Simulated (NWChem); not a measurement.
Species: CH5S cation; SMILES [SH2+]C

```xyz
7

C     -0.0098     1.2132     0.0000
S     -0.0719    -0.6003     0.0000
H     -0.5548     1.5351     0.8983
H     -0.5548     1.5351    -0.8983
H      1.0250     1.5761     0.0000
H      0.8078    -0.8842     0.9987
H      0.8078    -0.8842    -0.9987
```
Atoms are numbered in this order, from 1.

Program: NWChem. All runs use the structure optimised with PBE0/def2-SVP. GIAO values for the isolated, static molecule; σ is the absolute isotropic shielding, δ = σ(reference) − σ with the isolated reference molecule computed at the same levels (13C: tetramethylsilane, 1H: tetramethylsilane).

Task: What does the run give for BHandHLYP/pcSseg-1? Quantities: δ C1 (ppm); σ S2 (ppm); δ H3 (rotor mean) (ppm); δ H6 (ppm).

Result: 
- δ C1 (ppm) = 16.7
- σ S2 (ppm) = 556.4
- δ H3 (rotor mean) (ppm) = 3.38
- δ H6 (ppm) = 5.75
